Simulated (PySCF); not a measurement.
# Gas-phase XPS of `F[PH2+][B-](F)(F)F`, computed

BF₄H₂P.
Numbering: `[F:1][PH2+:2][B-:3]([F:4])([F:5])[F:6]`

Level of theory: delta-SCF UKS SCAN, pcX-2 on the ionised atom, pcseg-1 elsewhere, spin-free X2C (PySCF 2.14.0). Vertical ΔSCF values, vacuum level as zero.

Problem. Give the core binding energies atom by atom.

Solution. 
```csv
atom(s),bonded to,level,binding energy (eV),above the level's lowest (eV),count
B3,3 F and P,B 1s,200.20,0.00,1
F4/F5/F6,B,F 1s,692.87,0.00,3
F1,P,F 1s,694.02,+1.15,1
P2,"F, 2 H and B",P 1s,2153.84,0.00,1
```

The listed F 1s values span 1.15 eV, from F4/F5/F6 (bonded to B) to F1 (bonded to P).

Problem. Give the binding energy of P 1s of P2 in hartree and in kJ/mol.

Solution. 2153.84 eV = 79.1522 Eh = 207814 kJ/mol.

Topologically equivalent atoms share the value of their first member; where this conformer doesn't relate them by symmetry, their own values could differ. Not every level is listed. Geometry: PBE0-D3(BJ)/def2-SVP; no solvent, vibrations or thermal averaging.

Hardware: one thread, Intel Xeon Platinum 8375C at 2.90 GHz (x86_64), no GPU (shared host). Cost: 14 s wall, 0.50 GiB resident at most.

Shape of the structure used: `[F:1][PH2+:2][B-:3]([F:4])([F:5])[F:6]`: F1–P2–B3–F4 -59°.
